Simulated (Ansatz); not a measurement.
```yaml
crystal:
  periodic: [false, false, false]
  atoms:
    - {symbol: S, position_ang: [0.147438, 1.846176, 1.452289]}
    - {symbol: Hf, position_ang: [0.172870, 0.217678, -0.326545]}
    - {symbol: S, position_ang: [0.417685, -1.910654, 0.794045]}
    - {symbol: Cl, position_ang: [1.998417, 0.624869, -1.709405]}
    - {symbol: Cl, position_ang: [-1.837144, 0.224690, -1.505904]}
    - {symbol: H, position_ang: [-1.157192, 1.572481, 1.665068]}
    - {symbol: H, position_ang: [0.257926, -2.575231, -0.369548]}
basis:
  gaussian: {orbitals: def2-TZVPPP}
hamiltonian: {xc: {name: B97M-V}}
output: {forces: true}
```

```sh
$ ansatz run in.yaml --threads 4 --pin off --events-out ev --progress --plain --max-ram 10444MiB
```

(1) How does Ansatz answer? (Estimate.)

Results:

(1) Ansatz gave: The program refused the input.
```
Error: <dir> can't be read: No such file or directory (os error 2)
```
